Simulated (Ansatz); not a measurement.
Molecule: sum formula HSO3, net charge 0, doublet state. It need not be the lowest isomer of its formula. SMILES: O=[S](=O)O
Structure (B3LYP-D3(BJ)/def2-TZVP (Ansatz, an electronic-structure program) minimum search):
```
S
O 1 1.4422
O 1 1.4506 2 122.82
O 1 1.6295 2 105.51 3 -124.03
H 4 0.9714 1 108.25 2 160.68
```
Charge 0, spin multiplicity 2.

Property: vertical electron affinity (to the singlet state of charge -1; a negative value means that the extra electron is unbound and the number depends on the basis; each state is the SCF solution reached for its spin), in eV. Valence correlation only, unless marked. UHF or UKS for open shells. No spin-orbit coupling. No relativistic terms. Anions need diffuse functions: aug- sets have them; def2-D sets add few. CBS(X,Y): correlation extrapolated as X^-3; Hartree-Fock from the larger set. The bracket is a focal-point correction in the basis named.

| level | program | vertical electron affinity (eV) |
|---|---|---|
| HF/aug-cc-pV(D+d)Z | Ansatz | 1.67 |

Estimate the value at RI-MP2/CBS(aug-cc-pV(T+d)Z,aug-cc-pV(Q+d)Z)+[CCSD(T)-MP2]/aug-cc-pV(D+d)Z as computed with Ansatz.

2.58 eV
